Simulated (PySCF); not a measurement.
C3H7AlO2, SMILES [CH3][Al]1[O]CC[O]1. Atoms are numbered in the order given.

```xyz
13

C      2.6623     0.2033     0.2819
Al     0.7494     0.0602     0.0738
O     -0.2117    -1.0475    -0.8281
C     -1.5762    -0.7488    -0.6483
C     -1.7705     0.4866     0.3036
O     -0.5327     0.9939     0.7439
H      2.9900     1.2541     0.2467
H      3.1952    -0.3521    -0.5049
H      2.9802    -0.2057     1.2546
H     -2.0948    -1.6312    -0.2311
H     -2.0410    -0.5449    -1.6302
H     -2.3291     1.2828    -0.2216
H     -2.3820     0.1964     1.1774
```

Coordinates come from a PBE0-D3(BJ)/def2-SVP optimisation. A frequency run showed that this geometry is not a minimum. Other conformers were not sampled.

Two levels are set side by side: PBE/pcSseg-1 (PySCF) and PBE0/pcSseg-1 (PySCF). GIAO shifts against H2O (¹⁷O), TMS (¹H), TMS (¹³C) at the same level; non-relativistic, no solvent, atoms listed together averaged. Differences are taken from unrounded values.

```csv
quantity,PBE0
δ(¹³C) of C1 (ppm),-19.4
"δ(¹³C) of C4, C5 (ppm)",68.0
"δ(¹H) of H7, H8, H9 (ppm)",0.05
"δ(¹H) of H10, H11, H12, H13 (ppm)",4.35
```

**Question.** What does PBE give, and how far is it from PBE0? (Estimate from the structure and the level; the computed values follow.)

**Answer.** 
| quantity | PBE | PBE minus PBE0 |
|---|---|---|
| δ(¹³C) of C1 (ppm) | -20.4 | -1.1 |
| δ(¹³C) of C4, C5 (ppm) | 71.1 | 3.1 |
| δ(¹H) of H7, H8, H9 (ppm) | 0.01 | -0.03 |
| δ(¹H) of H10, H11, H12, H13 (ppm) | 4.53 | 0.19 |

Rough cost on one machine, each run with all the roots and properties that it gave: PBE0 against PBE within a factor of 2.
